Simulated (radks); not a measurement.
The numbers below are computed, except where a source is named.
Question: These are the eigenvalues of the occupied orbitals of an atom or ion with whole-number occupations (eV). Level of theory: scalar-relativistic Kohn-Sham, r2SCAN, spin-polarised, spherical densities, finite nucleus; meta-GGA in the generalised Kohn-Sham scheme; Fermi nuclear charge, rms radius of each element as measured or else 0.836 A^(1/3) + 0.57 fm (a radial shooting solver on a logarithmic mesh with Libxc functionals).

orbital  eigenvalue
1s up     -6498.483
1s down   -6498.427
2s up     -800.6738
2s down   -798.4652
2p up     -683.8285
2p down   -682.1182
3s up     -134.9965
3s down   -129.8875
3p up     -101.8538
3p down    -96.7405
3d up      -50.2980
4s up      -33.9566

Which element is it, and in what charge state? The configuration may be excited. Open shells, if any, are filled with parallel spins first.

Answer: Z = 25, manganese, charge +3: Mn3+ in [Ar] 3d3 4s1. The list shows which subshells hold electrons but not how many an open one holds; the 1s level, -238.81 hartree, gives Z - s = 21.9 by -(Z - s)^2/2, which with screening and relativity narrows Z to a few neighbours, and the depths of the outer levels then fix element, charge and occupations together.
